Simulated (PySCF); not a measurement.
Sb(F)5 anion (F5Sb), SMILES [F][Sb]([F])([F])([F])[F] (connectivity only; charge and spin as stated), charge -1, multiplicity 2.

The structure is a stationary point at PBE0-D3(BJ)/def2-SVPD. The spin state was assumed, not searched. The isomer is the one that the SMILES or the coordinates give; other isomers of the formula were not compared. The def2 effective core potentials stand for the cores of Sb; spin–orbit coupling is left out.

Method: PBE/def2-SVPD run with PySCF.

Isolated molecule, no solvent.

```
Quantity                                                           Result
------------------------------------------------  -----------------------
total energy                                           -738.84737 hartree
point group                                                           C4v
α spin, highest occupied and lowest empty level         -1.61 and 3.15 eV
β spin, highest occupied and lowest empty level        -3.94 and -0.80 eV
dipole moment about the centre of nuclear charge                   1.67 D
mean static polarisability                           56.4 bohr³ (8.35 Å³)
polarisability, principal values                   48.7, 60.2, 60.2 bohr³
⟨S²⟩                                              0.752 (pure state 0.75)
```
